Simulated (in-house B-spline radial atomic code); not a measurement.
Results of a calculation; reference values are marked as such.
**Correlation energy from the adiabatic connection: −V exp(−r²/w²), V = 2.31, w = 10.5**

Two electrons in a singlet, external potential −V exp(−r²/w²), V = 2.31, w = 10.5 (atomic units). Full CI in B-splines (partial waves to l = 8, correlation up to 0.6 % small) with the density held fixed gives W(λ) = <V_ee>_λ − U, and E_c is the integral of W(λ) − W(0) from 0 to 1.

| λ | W(λ) − W(0) (hartree) |
| --- | --- |
| 0 | 0.00000 |
| 0.02 | -0.00200 |
| 0.05 | -0.00489 |
| 0.12 | -0.01114 |
| 0.25 | -0.02114 |
| 0.4 | -0.03058 |
| 0.6 | -0.04056 |
| 0.8 | -0.04840 |
| 1 | -0.05469 |

(1) Integrate the table by the trapezoid rule.

(2) Now use only three numbers: W(0) = -0.30426, the initial slope W'(0) = -0.1017 (extrapolated from the first points) and the strong-coupling limit of the point-charge-plus-continuum model, W∞ = -0.41482. What do second-order theory and the interpolation W(λ) = W∞ + (W(0) − W∞)/√(1 + 2χλ) of Seidl, Perdew and Levy give?

Answers

(1) The strips give -0.00002, -0.00010, -0.00056, -0.00210, -0.00388, -0.00711, -0.00890, -0.01031, which sum to -0.03298 hartree. The direct value, W(1) − W(0) + T_c with T_c = 0.02156, is -0.03312; the curve is convex, so chords lie above it and the trapezoids fall short in size by 0.43 %.

(2) Second order keeps the slope alone: E_c = W'(0)/2 = -0.05085, +54 % in size against -0.03312. Matching the slope fixes χ = W'(0)/(W∞ − W(0)) = -0.1017/(-0.11056) = 0.91986. Integrating, with s = √(1 + 2χ) = 1.685148, E_c = −(W(0) − W∞)(s − 1)/(s + 1) = −0.11056 × 0.685148/2.685148 = -0.02821 hartree, -14.8 % in size against the full result. At λ = 1 the formula gives W − W(0) = -0.04495 against -0.05469. Part of the miss can come from the model's W∞.
